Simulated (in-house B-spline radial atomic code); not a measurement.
Zr2+ is squeezed into an impenetrable sphere of radius R (the orbitals vanish at R). No spin polarisation. Caution: exact exchange at fractional occupations of open shells leaves self-interaction of up to several eV. Computed with a B-spline radial code for spherical atoms: non-relativistic B3LYP, spherical fractional occupations, point nucleus.

Energies in eV above the free ion in [Kr] 4d2:

| R (bohr) | highest level (eV) | [Kr] 4d2 | [Kr] 4d1 4f1 | [Ar] 3d10 4s2 4p5 4d2 4f1 | -dE/dV in [Kr] 4d2 (GPa) |
| --- | --- | --- | --- | --- | --- |
| 8.9 | -17.1 | 0.0005729 | 14.88 | 47.79 | 0.00115 |
| 6.38 | -17 | 0.04949 | 16.82 | 49.6 | 0.177 |
| 4.83 | -16.3 | 0.6332 | 21.15 | 53.79 | 3.79 |
| 3.95 | -14.5 | 2.742 | 27.52 | 60.41 | 26.3 |
| 3.58 | -12.8 | 5.337 | 32.66 | 65.99 | 66.9 |
| 2.99 | -7.12 | 17.36 | 49.94 | 85 | 358 |
| 2.55 | 2.87 | 46.88 | 84.45 | 122.4 | 1470 |
| 2.33 | 11.8 | 79.87 | 120.2 | 160.4 | 3140 |
| 2 | 35.1 | 185.6 | 229.8 | 275.1 | 10600 |
| 1.57 | 106 | 611.5 | 654.3 | 709.7 | 62900 |

Problem. Does [Kr] 4d1 4f1 fall below [Kr] 4d2 under compression?

Solution. No, it stays above over the whole range.

Problem. Does [Ar] 3d10 4s2 4p5 4d2 4f1 fall below [Kr] 4d2 under compression?

Solution. No, it stays above over the whole range.

The highest level is first positive in the row R = 2.55 bohr, pushed up by confinement above the zero of the free ion's potential. Each configuration is held fixed and needn't be the lowest in the sphere.
